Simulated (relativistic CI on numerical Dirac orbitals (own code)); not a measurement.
# Ta4+: 4f photoemission

Computed with this model: Dirac-Coulomb-Breit CI, orbitals from a KLI potential per configuration, QED by a radiative potential, multiplet model of photoemission in the sudden approximation, unscaled Slater integrals; configurations [Xe] 4f14 5d → [Xe] 4f13 5d; 300 K; Lorentzian 0.25 eV and Gaussian 0.5 eV FWHM. Energies are those of the free ion, without screening or charge transfer. The energies are binding energies and can lie tens of eV above those of solids. S is read from ⟨S²⟩ = S(S + 1).

Field parameters in Wybourne normalisation: Oh B⁴₀ = 21Dq, B⁴₄ = √(5/14) B⁴₀. The field is a parameter set, without covalency.

Computed curve for Oh, 10Dq = 23450 cm⁻¹, scaled to 100 at the maximum (points under 2 are left out and the grid is thinned):

```csv
Energy (eV),Intensity
72.5,2.3
72.6,2.6
72.7,3.1
72.8,3.7
72.9,4.7
73.0,6.3
73.2,12.9
73.3,18.4
73.4,24.6
73.5,30.1
73.6,33.7
73.7,35.3
73.8,36.9
73.9,41.4
74.0,50.8
74.1,64.8
74.2,80.1
74.3,92.6
74.5,100.0
74.6,96.7
74.7,91.5
74.8,85.1
74.9,77.6
75.0,69.0
75.1,60.4
75.2,52.7
75.3,46.4
75.4,41.3
75.5,37.4
75.6,35.1
75.8,39.5
75.9,46.8
76.0,55.9
76.1,64.4
76.2,70.0
76.3,71.3
76.4,69.0
76.5,64.6
76.6,60.0
76.7,56.3
76.8,53.9
76.9,52.1
77.1,46.0
77.2,40.7
77.3,34.2
77.4,27.3
77.5,20.7
77.6,15.2
77.7,11.2
77.8,8.7
77.9,7.3
78.0,6.7
78.1,6.6
78.2,6.7
78.4,6.2
78.5,5.3
78.6,4.3
78.7,3.3
78.8,2.6
78.9,2.1
```

The ground state has S = 0.50, and the centroid lies at 75.42 eV.
